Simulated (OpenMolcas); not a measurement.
**Cl3+: effect of the level shift or regulariser**

| Quantity | Value |
| --- | --- |
| Program | OpenMolcas |
| Basis | ANO-RCC-VTZP [5s4p2d1f] |
| Scalar Hamiltonian | DKH2, point nucleus |
| Active space | 2 electrons in 3 orbitals (3p) |
| State averaging | 2S+1 = 3 even, 3 roots; 2S+1 = 1 even, 6 roots |
| Spin-orbit coupling | state interaction with AMFI integrals over the reference wave functions, term energies averaged over their components |

Methods on the same reference wave functions:
A. CASSCF
B. SS-CASPT2, IPEA 0.25 Eh, imaginary shift 0.1 Eh (closed shells correlated: 2s 2p 3s)
C. SS-CASPT2, IPEA 0.25 Eh, real shift 0.2 Eh (closed shells correlated: 2s 2p 3s)
D. SS-CASPT2, IPEA 0.25 Eh, sigma2 regulariser 0.3 Eh (closed shells correlated: 2s 2p 3s)

Energies in cm-1 above 3s2 3p2 3P0, the measured ground level; measured values from Moore, Atomic Energy Levels, vol. I, NSRDS-NBS 35 (1971 reprint of NBS Circular 467, 1949).

```tsv
Level	A	B	C	D	Measured
3s2 3p2 3P0	0.0	0.0	0.0	0.0	0.0
3s2 3p2 3P1	454	461	461	461	491
3s2 3p2 3P2	1271	1274	1274	1274	1341
3s2 3p2 1D2	16816	13890	13920	13890	13766
3s2 3p2 1S0	40545	33280	33350	33280	32550
```

Deviations, from unrounded energies. A percentage is the sum of absolute deviations over the sum of measured energies, with the sign that they share, or ± where signs differ.

```tsv
Against measurement	Levels	A	B	C	D
mean absolute deviation (cm-1)	4	2800	240	260	240
fine structure of the ground term (%)	2	-5.8	-5.3	-5.3	-5.3
other terms of the ground configuration (%)	2	+23.8	+1.9	+2.1	+1.9
```

B, D lie about equally close to measurement and A furthest from it. The largest miss of D in the table is 3s2 3p2 1S0, by +730 cm-1. The ranking rests on the paired levels alone, and a cruder setting can come out closer through cancelling errors.

Among B to D the level of the table that moves most is 3s2 3p2 1S0, by 71 cm-1 (lowest in D, highest in C). Moves below CASPT2's spread within the term are not significant.

The mean deviations of B to D differ by less than CASPT2's widest spread within a term (75 cm-1), so their order carries little weight.

From A to B the spin-free energies of the other terms of 3s2 3p2 shown, above 3P, scale by a factor of 0.82.

The lowest spin-free term lies below A's lowest term by 0.099 hartree in B, 0.099 hartree in C, 0.099 hartree in D.

CASPT2 does not keep the components of a term degenerate, so their means are used; among the terms shown or strongly mixed into the levels shown the widest spread is 75 cm-1 (3s2 3p2 1D, B). With the s shell closed, the reference lacks s² → p² mixing. Measured partners are found by configuration, term and J. A level has none where our copy of the source lacks it or the pairing is in doubt (some pairs that miss far off the trend of their configuration count as doubtful), and it then counts in no deviation. Only configurations of the active space appear.
